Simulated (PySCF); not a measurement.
# Computed records: C2H6GeO

Computed with PySCF 2.14.0. Calculation on a computer-drawn molecule: the log of a Hartree-Fock and frozen-core CCSD(T) single point meant for a local Hartree-Fock minimum, with one planted fault or none, to be diagnosed. Offsets are logged minus clean, where the clean run is the same molecule without the fault. The reference is restricted for singlets and unrestricted otherwise, and also for a bond in bohr or an excited solution. Adding or removing an electron swaps singlet and doublet. The excited solution moves the top pair (singlet) or top alpha electron (doublet) to the lowest empty orbital. Highest occupied and lowest empty are orbital energies over both spins, largest force is the largest gradient component, triples share is (T) over the correlation energy, the T1 limit is 0.02 restricted and 0.045 unrestricted, electrons count all cores, a negative frequency is imaginary (commonest isotopes), and the dipole is about the centre of nuclear charge; on germanium a core potential holds 10 electrons, which the energies leave out, and 3d is frozen in MP2 and coupled-cluster steps.

```xyz
10
formula=C2H6GeO meant_charge=0 meant_multiplicity=1 meant_basis=cc-pVDZ meant_basis_and_core_potential_on_germanium=cc-pVDZ-PP_ECP10MDF logged_electrons=58 logged_basis_functions=95 logged_SCF_converged=yes logged_spin_squared=1.0175 logged_highest_occupied=-8.7534 logged_lowest_empty=0.80499 logged_largest_force=0.013207 logged_T1_diagnostic=0.057411 logged_D1_diagnostic=0.25196 logged_triples_share=0.035349 logged_CC_converged=yes logged_dipole_magnitude=2.4887 logged_SCF_stable_within_its_kind=yes logged_energy_HF=-447.31073 logged_energy_CCSD(T)=-447.91229 possible_faults=no_fault,one_electron_removed,one_electron_added,multiplicity_raised_by_two,geometry_at_a_saddle_point,SCF_held_on_an_excited_solution,minimal_basis_STO-3G,one_bond_length_entered_in_bohr,all_coordinates_scaled planted_fault=one_bond_length_entered_in_bohr,row_9_of_the_drawn_bonds HF_energy_offset_from_clean_run=72.34 CCSD(T)_energy_offset_from_clean_run=82.48
C     -0.5693    -1.4132     1.6764
Ge     1.0824    -0.3006     1.8838
C      1.2005     0.2710    -0.0425
O      2.4032     0.9069    -0.4091
H     -1.2873    -0.9899     0.9674
H     -0.2545    -2.3887     1.2815
H     -1.0653    -1.5894     2.6328
H      1.1062    -0.6135    -0.6796
H      0.3256     0.9002    -0.2750
H      2.7787     2.1998     0.7644
```

Units: logged_highest_occupied, logged_lowest_empty in eV; logged_largest_force in hartree/bohr; logged_dipole_magnitude in debye; logged_energy_HF, logged_energy_CCSD(T) in hartree; HF_energy_offset_from_clean_run, CCSD(T)_energy_offset_from_clean_run in kcal/mol.

Drawn bonds:
```tsv
atom	other atom	order
1	2	1
2	3	1
3	4	1
1	5	1
1	6	1
1	7	1
3	8	1
3	9	1
4	10	1
```

Notes: T1 above single-reference limit.
